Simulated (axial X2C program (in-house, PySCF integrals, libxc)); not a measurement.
## Photoelectron levels of GeN⁻ by EOM-IP-CCSD

Calculated with an axial X2C code built on PySCF integrals: two-component X2C with atomic mean-field Coulomb and Gaunt terms, Gaussian nuclei, basis Ge dyall-acv3z, N dyall-av3z with contracted cores.

R = 1.741 Å (1.045 times 1.666 Å, the PBE0 minimum at charge -1 for the lowest determinant).

Vertical detachment energies of GeN⁻ to the states of GeN:

```tsv
Ω of GeN	vertical detachment energy (eV)	above lowest (cm⁻¹)	ionised spinor	one-hole weight
1/2	2.873	0	45% N pσ, 20% Ge pσ, 11% N pπ	0.92
3/2	2.906	264	66% N pπ, 26% Ge pπ	0.91
1/2	2.960	696	47% N pπ, 29% Ge pπ, 10% N pσ	0.92
1/2	7.436	36804	47% Ge sσ, 23% N pσ, 14% Ge pσ	0.81
```

Problem. Take the first Ω = 1/2 and Ω = 3/2 rows of π character: how far apart are they, and which lies lower?

Solution. E(3/2) − E(1/2) = 264 − 696 = -432 cm⁻¹ at EOM-IP-CCSD: inverted, Ω = 3/2 lower. Splittings at this level can be off by ten to twenty per cent.

This point took 30 s on 1 thread of Intel(R) Xeon(R) Processor @ 2.30GHz, with other jobs on the host.

Reference electrons by ω block (each with its −ω partner): 1/2: 14, 3/2: 5, 5/2: 1. 20 electrons of GeN⁻ correlated (inner shells frozen), 94 natural virtual spinors (a truncated set); levels can be off by some tenths of an eV. Roots sought by Ω: (1/2: 4, 3/2: 3, 5/2: 1); rows need 60 % one-particle weight and stop where some Ω has no more roots. Missing are any skipped roots, higher Ω and states of a further excitation; these come out far too high here and may in truth be low or lowest. T1 of the reference 0.024 (Lee–Taylor). Number of frozen shells: Ge 3 s, 2 p; N 1 s.
